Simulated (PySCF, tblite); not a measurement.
Isomers of C6H12SSi, one GFN2-xTB conformer each. Single-point energies are computed at PBE0/pcSseg-1 (PySCF, gas phase, no added dispersion term), electronic only.

```json
{"SMILES": "CS[Si]1(C)CC=CC1", "GFN2-xTB relative energy (kJ/mol)": "3.1"}
{"SMILES": "C#CC[C@@](C)([SiH3])SC", "GFN2-xTB relative energy (kJ/mol)": "157.2"}
{"SMILES": "C=C[Si]1(CC)CSC1", "GFN2-xTB relative energy (kJ/mol)": "160.1"}
{"SMILES": "C=C(C)[C@@H]1[SiH2][C@H]1SC", "GFN2-xTB relative energy (kJ/mol)": "162.0"}
{"SMILES": "C[C@@H]1C[C@]12C[C@@H]2S[SiH3]", "GFN2-xTB relative energy (kJ/mol)": "0.0"}
{"SMILES": "C#C[SiH2]SC(C)(C)C", "GFN2-xTB relative energy (kJ/mol)": "59.1"}
{"SMILES": "C=C[Si]1(SC)CCC1", "GFN2-xTB relative energy (kJ/mol)": "95.8"}
```

Conformers: `[CH3:1][S:2][Si:3]1([CH3:4])[CH2:5][CH:6]=[CH:7][CH2:8]1` with C1–S2–Si3–C4 -176°; `[CH:1]#[C:2][CH2:3][C@@:4]([CH3:5])([SiH3:6])[S:7][CH3:8]` with C2–C3–C4–C5 -61°, C3–C4–S7–C8 72°; `[CH2:1]=[CH:2][Si:3]1([CH2:4][CH3:5])[CH2:6][S:7][CH2:8]1` with C1–C2–Si3–C4 -24°, C2–Si3–C4–C5 -56°; `[CH2:1]=[C:2]([CH3:3])[C@@H:4]1[SiH2:5][C@H:6]1[S:7][CH3:8]` with C1–C2–C4–Si5 50°, Si5–C6–S7–C8 152°; `[CH3:1][C@@H:2]1[CH2:3][C@:4]12[CH2:5][C@@H:6]2[S:7][SiH3:8]` with C5–C6–S7–Si8 -159°; `[CH:1]#[C:2][SiH2:3][S:4][C:5]([CH3:6])([CH3:7])[CH3:8]` with C2–Si3–S4–C5 73°; `[CH2:1]=[CH:2][Si:3]1([S:4][CH3:5])[CH2:6][CH2:7][CH2:8]1` with C1–C2–Si3–S4 -105°, C2–Si3–S4–C5 51°, C2–Si3–C6–C7 -105°, Si3–C6–C7–C8 -13°, C6–C7–C8–Si3 13°, C2–Si3–C8–C7 104°.

**Question.** What does PBE0/pcSseg-1 give for the same structures?

**Answer.** 
| SMILES | PBE0/pcSseg-1 E (Eh) | PBE0/pcSseg-1 (kJ/mol) | GFN2-xTB (kJ/mol) | point group |
| --- | --- | --- | --- | --- |
| CS[Si]1(C)CC=CC1 | -922.97324 | 0.0 | 3.1 | – |
| C=C[Si]1(SC)CCC1 | -922.93140 | 109.9 | 95.8 | C1 |
| C=C[Si]1(CC)CSC1 | -922.91832 | 144.2 | 160.1 | C1 |
| C#C[SiH2]SC(C)(C)C | -922.90037 | 191.3 | 59.1 | C1 |
| C[C@@H]1C[C@]12C[C@@H]2S[SiH3] | -922.88735 | 225.5 | 0.0 | C1 |
| C=C(C)[C@@H]1[SiH2][C@H]1SC | -922.87028 | 270.3 | 162.0 | C1 |
| C#CC[C@@](C)([SiH3])SC | -922.84787 | 329.2 | 157.2 | C1 |

GFN2-xTB puts C[C@@H]1C[C@]12C[C@@H]2S[SiH3] lowest instead; measured from each level's own lowest isomer, the values differ by up to 225.5 kJ/mol (C[C@@H]1C[C@]12C[C@@H]2S[SiH3]: 0.0 against 225.5). As drawn, the lowest has a C=C bond outside aromatic rings, which the highest lacks; the highest has a C≡C bond, which the lowest lacks.

**Question.** Which frontier levels, dipoles and rotational constants go with these structures?

**Answer.** 
| SMILES | HOMO (eV, PBE0/pcSseg-1) | LUMO (eV) | dipole (D) | A, B, C (MHz) |
| --- | --- | --- | --- | --- |
| CS[Si]1(C)CC=CC1 | -6.56 | 0.66 | 1.45 | 1758, 1263, 958.6 |
| C=C[Si]1(SC)CCC1 | -6.63 | -0.61 | 2.00 | 1739, 1156, 858.4 |
| C=C[Si]1(CC)CSC1 | -6.08 | -0.81 | 3.03 | 2075, 965.5, 795.3 |
| C#C[SiH2]SC(C)(C)C | -6.86 | -0.39 | 1.93 | 2234, 908.1, 798.9 |
| C[C@@H]1C[C@]12C[C@@H]2S[SiH3] | -6.68 | 0.33 | 1.65 | 2295, 862.3, 783.6 |
| C=C(C)[C@@H]1[SiH2][C@H]1SC | -6.12 | -0.36 | 1.21 | 1796, 1004, 759.0 |
| C#CC[C@@](C)([SiH3])SC | -6.46 | 0.47 | 1.63 | 1940, 1033, 817.2 |

**Question.** What happens when harmonic zero-point energies from GFN2-xTB frequencies are added?

**Answer.** 
```
                        SMILES  ZPE (kJ/mol)  electronic (kJ/mol)  with ZPE (kJ/mol)
              CS[Si]1(C)CC=CC1         426.5                  0.0                0.0
              C=C[Si]1(SC)CCC1         427.0                109.9              110.3
              C=C[Si]1(CC)CSC1         425.3                144.2              143.0
            C#C[SiH2]SC(C)(C)C         412.2                191.3              177.0
C[C@@H]1C[C@]12C[C@@H]2S[SiH3]         412.6                225.5              211.6
   C=C(C)[C@@H]1[SiH2][C@H]1SC         410.8                270.3              254.6
        C#CC[C@@](C)([SiH3])SC         400.9                329.2              303.5
```

The zero-point energies span 26.1 kJ/mol. The order is unchanged.
